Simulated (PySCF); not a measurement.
PySCF input for NTi, SMILES [N]#[Ti] (connectivity only; charge and spin as stated), neutral, multiplicity 2, TDA-CAM-B3LYP/def2-TZVPD. Coordinates come from a B3LYP-D3(BJ)/def2-TZVPD optimisation. The multiplicity is an assumed one; other spin states were not compared.

```python
import numpy as np
from pyscf import gto, scf, dft, tdscf

mol = gto.M(
    atom='''
    Ti    0.00000000    0.00000000   -0.37574798
    N     0.00000000    0.00000000    1.18092222
    ''',
    basis='def2-TZVPD',
    charge=0,
    spin=1,
    max_memory=1600,
    verbose=4,
)
mf = dft.UKS(mol, xc='cam-b3lyp').density_fit(auxbasis='def2-universal-jkfit')
mf.grids.level = 3
mf.conv_tol = 1e-9
mf.max_cycle = 100
mf.kernel()
fine, coarse = mf.grids, dft.Grids(mol).set(level=1).build(with_non0tab=True)
for _ in range(3):  # follow internal instabilities
    mf.grids = coarse
    mo, _, stable, _ = mf.stability(return_status=True, nroots=4)
    mf.grids = fine
    if stable:
        break
    mf.kernel(mf.make_rdm1(mo, mf.mo_occ))
mf.grids = dft.Grids(mol).set(level=1).build(with_non0tab=True)  # coarser grid for the response kernel
td = tdscf.TDA(mf)
td.nstates = 10
td.conv_tol = 1e-4
td.kernel(x0=td.get_init_guess(mf, 15))
td.analyze()
```

Log of the run:

```
PySCF version 2.14.0

[INPUT] verbose = 4
[INPUT] num. atoms = 2
[INPUT] num. electrons = 29
[INPUT] charge = 0
[INPUT] spin (= nelec alpha-beta = 2S) = 1
[INPUT] symmetry False subgroup None
[INPUT] Mole.unit = angstrom
[INPUT] Symbol           X                Y                Z      unit          X                Y                Z       unit  Magmom
[INPUT]  1 Ti     0.000000000000   0.000000000000  -0.375747980000 AA    0.000000000000   0.000000000000  -0.710060774059 Bohr   0.0
[INPUT]  2 N      0.000000000000   0.000000000000   1.180922220000 AA    0.000000000000   0.000000000000   2.231619570213 Bohr   0.0

nuclear repulsion = 52.3510313756119
number of shells = 29
number of NR pGTOs = 147
number of NR cGTOs = 85
basis = def2-TZVPD
ecp = {}


[settings echo left out]
init E= -903.927128420412
  alpha nocc = 15  HOMO = -0.192552515606351  LUMO = -0.10310158444722
  beta  nocc = 14  HOMO = -0.34335302607775  LUMO = -0.192552515606344

WARN: HOMO -0.192552515606351 >= LUMO -0.192552515606344

cycle= 1 E= -903.706575505301  delta_E= 0.221  |g|= 0.965  |ddm|= 1.35
  alpha nocc = 15  HOMO = -0.276446857923141  LUMO = -0.228717617204431

WARN: beta  nocc = 14  HOMO -0.270275093117758 >= LUMO -0.270274899178551


WARN: HOMO -0.270275093117758 >= LUMO -0.270274899178551

cycle= 2 E= -896.581610390923  delta_E= 7.12  |g|= 4.15  |ddm|= 1.99
  alpha nocc = 15  HOMO = -0.178046362309907  LUMO = -0.0414108966985212
  beta  nocc = 14  HOMO = -0.180146050547343  LUMO = -0.0809276289947647
  HOMO = -0.17804636231  LUMO = -0.0809276289948  gap/eV = 2.64274
cycle= 3 E= -903.902026124764  delta_E= -7.32  |g|= 0.756  |ddm|= 1.78
  alpha nocc = 15  HOMO = -0.22727746731508  LUMO = -0.0622768604610601
  beta  nocc = 14  HOMO = -0.326409968914973  LUMO = -0.0816928560138952
  HOMO = -0.227277467315  LUMO = -0.0816928560139  gap/eV = 3.96156
cycle= 4 E= -904.126603859866  delta_E= -0.225  |g|= 0.138  |ddm|= 0.533
  alpha nocc = 15  HOMO = -0.221215655695406  LUMO = -0.0331653164355784
  beta  nocc = 14  HOMO = -0.306432010232618  LUMO = -0.0745995384332652
  HOMO = -0.221215655695  LUMO = -0.0745995384333  gap/eV = 3.98963
cycle= 5 E= -904.1299843131  delta_E= -0.00338  |g|= 0.0918  |ddm|= 0.0757
  alpha nocc = 15  HOMO = -0.219965390975698  LUMO = -0.0317817014102246
  beta  nocc = 14  HOMO = -0.316265618599897  LUMO = -0.0722891610526517
  HOMO = -0.219965390976  LUMO = -0.0722891610527  gap/eV = 4.01847
cycle= 6 E= -904.133307678713  delta_E= -0.00332  |g|= 0.0128  |ddm|= 0.0583
  alpha nocc = 15  HOMO = -0.22062876466676  LUMO = -0.0335554169525402
  beta  nocc = 14  HOMO = -0.319456877263917  LUMO = -0.0727400930590463
  HOMO = -0.220628764667  LUMO = -0.072740093059  gap/eV = 4.02426
cycle= 7 E= -904.133417969869  delta_E= -0.00011  |g|= 0.00289  |ddm|= 0.0183
  alpha nocc = 15  HOMO = -0.220870703248675  LUMO = -0.0343327624850825
  beta  nocc = 14  HOMO = -0.320667552220695  LUMO = -0.0728756142107443
  HOMO = -0.220870703249  LUMO = -0.0728756142107  gap/eV = 4.02715
cycle= 8 E= -904.133445182598  delta_E= -2.72e-05  |g|= 0.00121  |ddm|= 0.0132
  alpha nocc = 15  HOMO = -0.220932024281051  LUMO = -0.0346503475437423
  beta  nocc = 14  HOMO = -0.321105258551575  LUMO = -0.0729615079589507
  HOMO = -0.220932024281  LUMO = -0.072961507959  gap/eV = 4.02648
cycle= 9 E= -904.133454499684  delta_E= -9.32e-06  |g|= 0.000588  |ddm|= 0.00976
  alpha nocc = 15  HOMO = -0.220959145897876  LUMO = -0.0347472247563678
  beta  nocc = 14  HOMO = -0.321132826770444  LUMO = -0.0730054976555223
  HOMO = -0.220959145898  LUMO = -0.0730054976555  gap/eV = 4.02602
cycle= 10 E= -904.133455480369  delta_E= -9.81e-07  |g|= 0.000337  |ddm|= 0.00203
  alpha nocc = 15  HOMO = -0.220942116301895  LUMO = -0.0346862368268558
  beta  nocc = 14  HOMO = -0.321106445614179  LUMO = -0.0729865870058468
  HOMO = -0.220942116302  LUMO = -0.0729865870058  gap/eV = 4.02608
cycle= 11 E= -904.13345599774  delta_E= -5.17e-07  |g|= 0.000162  |ddm|= 0.00132
  alpha nocc = 15  HOMO = -0.220943117473826  LUMO = -0.0346351329157771
  beta  nocc = 14  HOMO = -0.32105228362633  LUMO = -0.0729828893693529
  HOMO = -0.220943117474  LUMO = -0.0729828893694  gap/eV = 4.02620
cycle= 12 E= -904.133456172982  delta_E= -1.75e-07  |g|= 5.99e-05  |ddm|= 0.00105
  alpha nocc = 15  HOMO = -0.220943055690231  LUMO = -0.0346327646159102
  beta  nocc = 14  HOMO = -0.321065227900678  LUMO = -0.0729793696558119
  HOMO = -0.22094305569  LUMO = -0.0729793696558  gap/eV = 4.02630
cycle= 13 E= -904.133456194465  delta_E= -2.15e-08  |g|= 3.63e-05  |ddm|= 0.000411
  alpha nocc = 15  HOMO = -0.220944165797963  LUMO = -0.0346310578112658
  beta  nocc = 14  HOMO = -0.321071639707197  LUMO = -0.0729794305598865
  HOMO = -0.220944165798  LUMO = -0.0729794305599  gap/eV = 4.02633
cycle= 14 E= -904.133456204469  delta_E= -1e-08  |g|= 1.8e-05  |ddm|= 0.00021
  alpha nocc = 15  HOMO = -0.220944783466475  LUMO = -0.0346318071218094
  beta  nocc = 14  HOMO = -0.321083625949591  LUMO = -0.0729778797136689
  HOMO = -0.220944783466  LUMO = -0.0729778797137  gap/eV = 4.02638
cycle= 15 E= -904.133456207242  delta_E= -2.77e-09  |g|= 5.94e-06  |ddm|= 0.000182
  alpha nocc = 15  HOMO = -0.22094454536423  LUMO = -0.0346293996385537
  beta  nocc = 14  HOMO = -0.321083377763692  LUMO = -0.0729771270763742
  HOMO = -0.220944545364  LUMO = -0.0729771270764  gap/eV = 4.02640
cycle= 16 E= -904.133456207419  delta_E= -1.78e-10  |g|= 2.74e-06  |ddm|= 3.93e-05
  alpha nocc = 15  HOMO = -0.220944603382872  LUMO = -0.0346294047256334
  beta  nocc = 14  HOMO = -0.321084207386328  LUMO = -0.0729771367534298
  HOMO = -0.220944603383  LUMO = -0.0729771367534  gap/eV = 4.02640
Extra cycle  E= -904.133456207431  delta_E= -1.18e-11  |g|= 3.07e-06  |ddm|= 7.96e-06
converged SCF energy = -904.133456207431  <S^2> = 0.75196683  2S+1 = 2.0019659
tot grids = 12576
uhf_internal: lowest eigs of H = [0.0139099  0.01391513 0.12819027 0.13695479]
<class 'pyscf.df.df_jk.DFUKS'> wavefunction is stable in the internal stability analysis
tot grids = 12576


******** <class 'pyscf.tdscf.uks.TDA'> for <class 'pyscf.df.df_jk.DFUKS'> ********
nstates = 10
deg_eia_thresh = 1.000e-03
wfnsym = None
conv_tol = 0.0001
eigh lindep = 1e-12
eigh level_shift = 0
eigh max_cycle = 100


Excitation energies (eV)
[0.25717421 0.2571776  1.9234541  1.9234541  2.07570155 2.07572974
 2.66210925 2.66216919 2.71711585 2.71711586]

** Excitation energies and oscillator strengths **
Excited State   1:      0.25717 eV   4821.02 nm  f=0.0000
      14a ->   16a      0.11710
      15a ->   16a     -0.98723
Excited State   2:      0.25718 eV   4820.96 nm  f=0.0000
      14a ->   17a     -0.11710
      15a ->   17a      0.98723
Excited State   3:      1.92345 eV    644.59 nm  f=0.1093
      15a ->   18a     -0.41712
      15a ->   19a      0.84940
      15a ->   22a     -0.29655
Excited State   4:      1.92345 eV    644.59 nm  f=0.1093
      15a ->   18a      0.84940
      15a ->   19a      0.41712
      15a ->   23a     -0.29655
Excited State   5:      2.07570 eV    597.31 nm  f=0.0000
      14a ->   17a      0.76612
      15a ->   17a      0.13159
      14b ->   16b      0.60945
Excited State   6:      2.07573 eV    597.30 nm  f=0.0000
      14a ->   16a     -0.76618
      15a ->   16a     -0.13159
      14b ->   17b     -0.60938
Excited State   7:      2.66211 eV    465.74 nm  f=0.0000
      14a ->   17a      0.61055
      14b ->   16b     -0.77402
Excited State   8:      2.66217 eV    465.73 nm  f=0.0000
      14a ->   16a      0.61048
      14b ->   17b     -0.77407
Excited State   9:      2.71712 eV    456.31 nm  f=0.0001
      12a ->   16a     -0.24151
      12a ->   17a     -0.52277
      13a ->   16a      0.52284
      13a ->   17a     -0.24147
      12b ->   16b      0.29949
      12b ->   17b     -0.25562
      13b ->   16b     -0.25543
      13b ->   17b     -0.29972
Excited State  10:      2.71712 eV    456.31 nm  f=0.0001
      12a ->   16a     -0.52284
      12a ->   17a      0.24147
      13a ->   16a     -0.24151
      13a ->   17a     -0.52277
      12b ->   16b      0.25542
      12b ->   17b      0.29973
      13b ->   16b      0.29948
      13b ->   17b     -0.25563

** Transition electric dipole moments (AU) **
state          X           Y           Z        Dip. S.      Osc.
  1        -0.0000      0.0000     -0.0000      0.0000      0.0000
  2         0.0000     -0.0000     -0.0000      0.0000      0.0000
  3        -0.0368      1.5228      0.0000      2.3202      0.1093
  4         1.5228      0.0368     -0.0000      2.3202      0.1093
  5        -0.0000     -0.0000     -0.0000      0.0000      0.0000
  6         0.0000     -0.0000      0.0000      0.0000      0.0000
  7         0.0000     -0.0000      0.0000      0.0000      0.0000
  8        -0.0000     -0.0000      0.0000      0.0000      0.0000
  9        -0.0004      0.0416      0.0000      0.0017      0.0001
 10        -0.0416     -0.0004      0.0000      0.0017      0.0001

** Transition velocity dipole moments (imaginary part, AU) **
state          X           Y           Z        Dip. S.      Osc.
  1        -0.0000      0.0000     -0.0000      0.0000      0.0000
  2         0.0000     -0.0000     -0.0000      0.0000      0.0000
  3        -0.0001      0.0057      0.0000      0.0000      0.0003
  4         0.0057      0.0001     -0.0000      0.0000      0.0003
  5        -0.0000      0.0000      0.0000      0.0000      0.0000
  6         0.0000     -0.0000      0.0000      0.0000      0.0000
  7         0.0000     -0.0000     -0.0000      0.0000      0.0000
  8        -0.0000     -0.0000      0.0000      0.0000      0.0000
  9         0.0000     -0.0024      0.0000      0.0000      0.0000
 10         0.0024      0.0000      0.0000      0.0000      0.0000

** Transition magnetic dipole moments (imaginary part, AU) **
state          X           Y           Z
  1        -0.0000     -0.0000      0.0000
  2         0.0000     -0.0000      0.0000
  3        -0.2224     -0.0054      0.0000
  4        -0.0054      0.2224      0.0000
  5         0.0000      0.0000     -0.0000
  6         0.0000      0.0000     -0.0000
  7         0.0000     -0.0000      0.0000
  8         0.0000      0.0000     -0.0000
  9         0.1494      0.0013      0.0000
 10        -0.0013      0.1494     -0.0000
```

The calculation finished and met its thresholds.
